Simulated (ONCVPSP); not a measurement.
# caesium (Cs): excitation energies, all-electron against ONCV

| Property | Result |
| --- | --- |
| Element | caesium (Cs) |
| Generator | ONCVPSP 4.0.1 |
| Type | optimised norm-conserving Vanderbilt (ONCV) |
| Functional | LDA (Perdew-Zunger) |
| Relativity | non-relativistic |
| Frozen core | [Kr] 4d10 |
| Valence charge | 9 |
| Reference configuration | 5s2 5p6 6s1 |
| Partial waves | 5s+6s: rc 3.25 bohr, ncon 3, nbas 8, qcut 4.7 1/bohr, 2 projectors; 5p: rc 3.00 bohr, ncon 4, nbas 8, qcut 3.6 1/bohr, 2 projectors, debl 1 Ha; d scattering state at 0.13 Ha: rc 3.50 bohr, ncon 4, nbas 8, qcut 3.1 1/bohr, 3 projectors, debl 3.4 Ha |
| Local potential | polynomial inside 2.90 bohr (lpopt 5, dvloc0 0 Ha) |
| Core correction | Teter function, fcfact 2.75, rcfact 1.3 |

In the d channel the program set the typed energies aside and used 0.050, 3.450, 6.850 Ha.

Energies are relative to the spin-unpolarised reference configuration 5s2 5p6 6s1; without spin polarisation the order of configurations can differ from experiment.

| valence configuration | charge | ΔE all-electron (eV) | error AE − PS (meV) |
| --- | --- | --- | --- |
| 5s2 5p6 6s0 | +1 | 3.840 | -0.1 |
| 5s2 5p6 6s0 6p1 | 0 | 1.320 | +0.1 |
| 5s2 5p6 5d1 6s0 | 0 | 1.433 | -66 |

Task: What are ΔE and the potential's error for 5s2 5p6 6s0.5?

Result: ΔE = 1.496 eV all-electron; the error (AE − PS) is 0.0 meV.
